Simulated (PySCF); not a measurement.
**Spinor energies of Zn⁷⁺ (zinc, charge +7)**

Start: [Ar] 3d5; 3d3/2 filled at m_j = -3/2, -1/2, +1/2, +3/2; 3d5/2 filled at m_j = +5/2. Calculated with PySCF 2.14 in an even-tempered Gaussian basis (18 s from 0.34 bohr⁻², ratio 2.8; 13 p from 0.45 bohr⁻², ratio 2.8; 9 d from 0.45 bohr⁻², ratio 2.8; 4 f from 2.2 bohr⁻², ratio 3): generalised Hartree-Fock with the X2C-1e Hamiltonian and a Gaussian nucleus; spin-orbit coupling (SO) screened by Boettger's factors.

| spinor shell | electrons | ε, screened SO (eV) | weight of nominal j (screened SO) | rms radius, screened SO (bohr) |
| --- | --- | --- | --- | --- |
| 1s1/2 | 2 | -9890.7 | 1.000 | 0.0580 |
| 2s1/2 | 2 | -1397.7 | 1.000 | 0.244 |
| 2p1/2 | 2 | -1246.0 | 0.977 | 0.217 |
| 2p3/2 | 4 | -1220.5 | 0.989 | 0.220 |
| 3s1/2 | 2 | -306.47 | 1.000 | 0.695 |
| 3p1/2 | 2 | -252.71 | 0.658 | 0.715 |
| 3d3/2 | 4 | -175.62 | 0.524 | 0.730 |
| 3d5/2 | 1 | -175.34 | 1.000 | 0.732 |

Question: Where does 3p3/2 lie, and what is the 3p spin-orbit splitting (screened SO)?

Answer: At -250.86 eV, 1.848 eV above 3p1/2.

| quantity | screened SO |
| --- | --- |
| E (hartree) | -1778.06621 |
| M_J | 5/2 |
| ⟨J²⟩ | 8.752 |
| ⟨L²⟩ | 0.007 |
| ⟨S²⟩ | 8.738 |

Each row is a mean over spinors that exchange with the open shell spreads, by up to 21.986 eV (3p3/2).

Rows whose weight is well below 1 are mixtures of j = l ± 1/2: exchange outweighs spin-orbit coupling there, and the label is only the starting occupation.
